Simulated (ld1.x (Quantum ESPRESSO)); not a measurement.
boron, TM: configuration errors across variants

| Quantity | Value |
| --- | --- |
| Element | boron (B) |
| Generator | ld1.x (Quantum ESPRESSO) 7.5 |
| Type | norm-conserving Troullier–Martins (Kleinman–Bylander form) |
| Functional | PBE |
| Relativity | scalar-relativistic |
| Frozen core | [He] |
| Valence charge | 3 |
| Reference configuration | 2s1.5 2p0 (charge +1.5) |
| Partial waves | 2s (bound): rc 0.90 bohr; 2p (bound, empty): rc 3.20 bohr |
| Local potential | all-electron potential smoothed inside 3.00 bohr (lloc = -1) |
| Core correction | a·sin(br)/r model core inside 0.70 bohr |

All-electron excitation energies from the reference (eV): (1) 2s2 2p1 -19.432; (2) 2s2 2p0 -11.213; (3) 2s1 2p0 14.210; (4) 2s2 2p1.3 -20.171; (5) 2s1 2p1 -5.072; (6) 2s1 2p2 -13.581; (7) 2s2 2p0.5 -16.545.

Tests that are not counted but printed errors over 1 eV. “wave 2p (bound): rc 3.20 bohr becomes 2p (bound): rc 4.76 bohr”: 2s2 2p1.3 (solver errors, printed error -49.6 eV); 2s2 2p1 (solver errors, printed error -43.1 eV); 1 more.

Errors AE − PS in meV (a dash: test not solved or not reliable):

| change | (1) | (2) | (3) | (4) | (5) | (6) | (7) | bound ghosts |
| --- | --- | --- | --- | --- | --- | --- | --- | --- |
| base | +223 | +13 | +15 | +256 | +125 | +356 | +123 | none |
| wave 2p (bound): rc 3.20 bohr becomes 2p (bound): rc 2.10 bohr | +65 | +13 | +15 | +64 | +41 | +71 | +46 | none |
| wave 2p (bound): rc 3.20 bohr becomes 2p (bound): rc 2.38 bohr | +89 | +13 | +15 | +93 | +53 | +111 | +59 | none |
| wave 2p (bound): rc 3.20 bohr becomes 2p (bound): rc 2.94 bohr | +174 | +13 | +15 | +196 | +99 | +265 | +100 | none |
| wave 2p (bound): rc 3.20 bohr becomes 2p (bound): rc 3.18 bohr | +223 | +13 | +15 | +256 | +125 | +356 | +123 | none |
| wave 2p (bound): rc 3.20 bohr becomes 2p (bound): rc 3.72 bohr | +369 | +13 | +15 | +440 | +199 | +635 | +187 | none |
| wave 2p (bound): rc 3.20 bohr becomes 2p (bound): rc 3.92 bohr | +436 | +13 | +15 | +526 | +231 | +762 | +216 | none |
| wave 2p (bound): rc 3.20 bohr becomes 2p (bound): rc 4.76 bohr | – | +13 | +15 | – | +387 | – | +362 | none |

Problem. Give the same row for: wave 2p (bound): rc 3.20 bohr becomes 2p (bound): rc 4.30 bohr.

Solution. +597, +13, +15, –, +304, +1073, +283; bound ghosts: none. Not counted: 2s2 2p1.3 (solver errors, printed error -50.1 eV).
